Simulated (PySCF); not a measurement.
**C²⁺ (carbon, charge +2) across methods**

[He] 2s1 3d1, high-spin 3D determinant (an excited configuration). All numbers are calculated (PySCF 2.14, no relativity, point nucleus, in aug-cc-pwCVQZ).

| method | E (hartree) | mean ε 1s β (eV) | mean ε 2s α (eV) | mean ε 3d α (eV) | Σ⟨r²⟩ (bohr²) | ⟨S²⟩ |
| --- | --- | --- | --- | --- | --- | --- |
| r2SCAN | -35.3224 | -325.10 | -48.875 | -12.332 | 13.91 | 2.000 |
| PBE0 | -35.2987 | -330.01 | -50.144 | -12.972 | 13.87 | 2.000 |
| TPSSh | -35.3498 | -327.01 | -49.198 | -12.596 | 13.74 | 2.000 |
| CAM-B3LYP | -35.3079 | -330.70 | -51.647 | -13.771 | 13.95 | 2.000 |
| UHF | -35.24382 | -356.19 | -55.240 | -14.104 | 14.92 | 2.000 |
| LDA | -34.9624 | -318.43 | -48.102 | -12.204 | 13.86 | 2.000 |
| r2SCAN0 | -35.3184 | -333.01 | -50.534 | -12.821 | 14.11 | 2.000 |

Question: Estimate the same row for PBE.

Answer: E (hartree) = -35.2968; mean ε 1s β (eV) = -321.03; mean ε 2s α (eV) = -48.313; mean ε 3d α (eV) = -12.476; Σ⟨r²⟩ (bohr²) = 13.59; ⟨S²⟩ = 2.000.

The outer electron is Rydberg-like, and this basis confines it to a smaller radius and binds it less than a complete one would.
